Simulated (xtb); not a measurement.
Here is a job for xtb.
```
$ xtb mol.xyz --gfn 1 --chrg -1 --uhf 1 --alpb methanol --json

# file mol.xyz
2

B     -0.00000000    -0.00000000    -1.05967647
F      0.00000000     0.00000000     0.58870915
```

**Question.** What does this run give for the total energy, partial charges in atom order?

**Answer.** 
```
Property                                   Result
-----------------------------  ------------------
total energy                         -6.697549 Ha
partial charges in atom order  B1 -0.50, F2 -0.50
```
